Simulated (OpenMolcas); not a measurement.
## A ladder of methods for BSiH3OF2 (SMILES FB(F)O[SiH3])

BSiH3OF2 has 8 atoms, charge 0, and is taken as a singlet. SMILES: `FB(F)O[SiH3]`. Geometry: relaxed at PBE0-D4/def2-TZVP.

Quantity: the dipole moment, in D. The values are calculated.

```csv
level,kind,program,value (D)
HF/cc-pVDZ,Hartree–Fock,OpenMolcas,2.00
SVWN5/cc-pVDZ,LDA,OpenMolcas,1.71
BLYP/cc-pVDZ,GGA,OpenMolcas,1.61
PBE/cc-pVDZ,GGA,OpenMolcas,1.63
TPSS/cc-pVDZ,meta-GGA,OpenMolcas,1.61
r2SCAN/cc-pVDZ,meta-GGA,OpenMolcas,1.69
B3LYP/cc-pVDZ,global hybrid,OpenMolcas,1.75
M06-2X/cc-pVDZ,hybrid meta-GGA,OpenMolcas,1.83
```

The values span 1.61 to 2.00 D. Magnitudes only.
